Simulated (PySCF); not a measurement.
SMILES CC[O][SnH]([OH])[O]CC (C₄H₁₂O₃Sn) (GFN2-xTB optimised geometry):

```
20

Sn    -2.241    -0.306     0.000
O     -2.659     1.573     0.000
O     -2.781    -1.019    -1.738
C     -4.010    -0.774    -2.392
C     -3.807    -1.041    -3.875
O     -0.299    -0.306     0.000
C      0.566    -1.367    -0.360
C      1.960    -0.785    -0.528
H     -2.991    -1.047     1.322
H     -1.877     2.129     0.021
H     -4.337     0.260    -2.241
H     -4.782    -1.440    -1.992
H     -4.744    -0.892    -4.405
H     -3.056    -0.364    -4.271
H     -3.468    -2.062    -4.022
H      0.241    -1.834    -1.294
H      0.571    -2.129     0.427
H      1.955    -0.039    -1.318
H      2.659    -1.576    -0.783
H      2.274    -0.309     0.396
```

Computed with CAM-B3LYP/def2-SVP, def2 effective core potentials past Kr (PySCF).

Q: What are the frontier orbital energies and the dipole moment?

A: HOMO-2 -9.42 eV, HOMO-1 -9.06 eV, HOMO -8.95 eV, LUMO 0.72 eV, LUMO+1 1.59 eV; dipole moment 1.19 D.

On the same geometry PBE/def2-SVP, def2 effective core potentials past Kr (PySCF) gives HOMO-2 -6.41 eV, HOMO-1 -6.04 eV, HOMO -5.88 eV, LUMO -1.37 eV, LUMO+1 -0.19 eV; dipole moment 0.98 D.
